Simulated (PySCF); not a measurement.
FH6NOSi2, SMILES N[Si@@](O)(F)[SiH3].

The structure is a stationary point at PBE0-D3(BJ)/def2-SVP. The structure was generated by enumeration; whether it is a known compound was not checked. The values are those of a single conformer.

Method: PBE0-D3(BJ)/def2-SVP (PySCF 2.14.0).

Frequencies are harmonic and unscaled.

```tsv
mode	ν (cm⁻¹)	IR (km/mol)	moving atoms (share of kinetic energy)
1	93	0.2	H 85 %
2	132	0.8	O 35 %, H 26 %, Si 20 %, F 11 %, N 9 %
3	137	2.1	F 31 %, H 30 %, Si 18 %, N 16 %
4	202	34.4	H 56 %, O 16 %, Si 10 %, N 9 %, F 9 %
5	239	23.2	H 76 %, Si 8 %
6	273	57.3	H 57 %, F 19 %, Si 15 %
7	290	72.7	Si 32 %, H 27 %, O 18 %, F 15 %
8	321	123.2	H 44 %, N 32 %, F 13 %
9	362	54.7	H 50 %, O 21 %, N 13 %, F 9 %
10	468	52.2	Si 59 %, H 19 %, F 9 %
11	517	8.3	H 75 %, Si 18 %
12	524	26.0	H 81 %, Si 15 %
13	760	34.6	H 46 %, O 25 %, N 14 %, F 13 %
14	807	353.3	H 51 %, Si 19 %, F 17 %, N 11 %
15	824	108.2	H 69 %, N 18 %
16	886	71.1	H 61 %, Si 22 %, F 15 %
17	922	14.5	H 58 %, Si 21 %, O 14 %
18	929	11.3	H 90 %
19	939	162.2	H 55 %, Si 23 %, O 12 %
20	973	143.2	Si 43 %, H 25 %, N 20 %, O 10 %
21	1527	76.3	H 88 %, N 12 %
22	2215	60.9	H 98 %
23	2227	81.8	H 97 %
24	2233	87.7	H 96 %
25	3623	48.9	H 96 %
26	3733	49.5	H 91 %, N 9 %
27	3937	127.9	H 94 %
```
